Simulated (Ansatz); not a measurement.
A structure relaxed at PBE0-D4/def2-SVP in Ansatz, charge -1, doublet:

```xyz
12

Si    0.2489   -0.7721   -1.3587
Si    1.7834    0.0761    0.5388
Si   -0.7575    4.3121   -1.0306
Si   -2.0968   -0.9338    2.0658
Si    1.4776   -2.2861    0.4559
Si   -1.0938   -2.2378    0.4738
Si    0.3450    2.4078   -1.1992
Si    1.9685    0.8135   -1.8051
Si   -1.5297    2.5187    0.2840
Si    0.1033   -3.1509   -1.3297
Si    0.3275   -1.0689    2.3956
Si   -0.7763    0.3215    0.5094
```

(1) Give its formula.

(2) Summarise the bond lengths by kind (pairs closer than 1.2 times the sum of covalent radii, bridged metal pairs left out).

## Answers

(1) Si12⁻.

(2) 24 × Si–Si 2.21 to 2.66 Å.

The relaxation made no stability test and no search for a lower SCF solution. Another isomer (doublet) lies 0.30 eV lower at PBE0-D4/def2-SVP; other spin states weren't run for this one.
